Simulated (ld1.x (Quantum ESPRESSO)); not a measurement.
Configuration tests for praseodymium (Pr) (PAW)

| Quantity | Value |
| --- | --- |
| Element | praseodymium (Pr) |
| Generator | ld1.x (Quantum ESPRESSO) 7.5 |
| Type | PAW |
| Functional | Wu–Cohen |
| Relativity | non-relativistic |
| Frozen core | [Kr] 4d10 |
| Valence charge | 13 |
| Reference configuration | 4f3 5s2 5p6 5d1 6s1 6p0 |
| Partial waves | 5s (bound): rcut 2.15, rcutus 2.85 bohr; 6s (bound): rcut 2.15, rcutus 2.85 bohr; 5p (bound): rcut 2.40, rcutus 3.05 bohr; 6p (bound, empty): rcut 2.40, rcutus 3.05 bohr; 5d (bound): rcut 2.60, rcutus 3.30 bohr; 5d channel at 0.2 Ry: rcut 2.60, rcutus 3.30 bohr; 4f (bound): rcut 1.05, rcutus 1.45 bohr; 4f channel at 0.85 Ry: rcut 1.05, rcutus 1.45 bohr |
| Local potential | all-electron potential smoothed inside 2.95 bohr (lloc = -2) |
| Core correction | Bessel-smoothed model core inside 0.95 bohr |
| Augmentation charge | PSQ, inside the norm-conserving radii |

Energies are relative to the spin-unpolarised reference configuration 4f3 5s2 5p6 5d1 6s1 6p0; without spin polarisation the order of configurations can differ from experiment. Not all tests gave a result: test run stopped at test 4 of 7 (negative rho). The frozen-core shift is the all-electron ΔE with the core orbitals held at their reference shape minus the fully relaxed ΔE.

```csv
valence configuration,charge,ΔE all-electron (eV),error AE − PS (meV),frozen-core shift (meV)
4f3 5s2 5p6 5d0 6s2 6p0,0,-0.954,+1.4,+0.3
4f3 5s2 5p6 5d0 6s1 6p0,+1,4.478,+0.9,+0.5
4f3 5s2 5p6 5d0 6s0 6p0,+2,14.424,+0.7,+0.6
```

Levels in the configuration 4f3 5s2 5p6 5d0 6s2 6p0:

```tsv
level	all-electron (eV)	pseudo (eV)
4f	-4.047	-4.053
5s	-35.210	-35.211
5p	-21.108	-21.108
6s	-3.289	-3.289
```
